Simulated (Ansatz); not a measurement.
A made-up structure of MgSiClO (charge +1), singlet:

| atom | x (Å) | y (Å) | z (Å) |
| --- | --- | --- | --- |
| Cl1 | -2.4381 | -0.0027 | 0.9723 |
| Si2 | -0.5328 | 0.2781 | -0.1614 |
| O3 | 0.9479 | -0.5624 | 0.3781 |
| Mg4 | 2.0230 | 0.2870 | -1.1889 |

It is relaxed with PBE-D4/def2-SVP and then PBE0-D4/def2-TZVP (Ansatz 0.2.0). Atoms count as bonded within 1.22 times the sum of their covalent radii (H–H: 0.88 Å). The end point is not checked to be a true minimum.

Question: Does its bonding change? (A judgement: the text doesn't fix the answer.)

Answer: The calculation gives: No: no bond forms or breaks.

Where it ends: The first stage lowers the energy by 0.76 eV in 5 steps. It ends as MgSiClO ([Cl][Si]1[O][Mg]1), total charge +1:
| atom | x (Å) | y (Å) | z (Å) |
| --- | --- | --- | --- |
| Cl1 | -2.1769 | -0.0020 | 0.8677 |
| Si2 | -0.4755 | 0.2482 | -0.1442 |
| O3 | 0.8464 | -0.5024 | 0.3380 |
| Mg4 | 1.8060 | 0.2563 | -1.0614 |

Labels in which every atom is bracketed show which atoms are joined, not bond orders.

For scale, one of the runs: PBE0-D4/def2-TZVP relaxation, 137 basis functions, launched by `ansatz run in.yaml --threads 2 --pin off --events-out ev --progress --plain --max-ram 4352MiB`. The run took about 19 s on 2 CPU threads of an Arm Neoverse V1 (shared host).
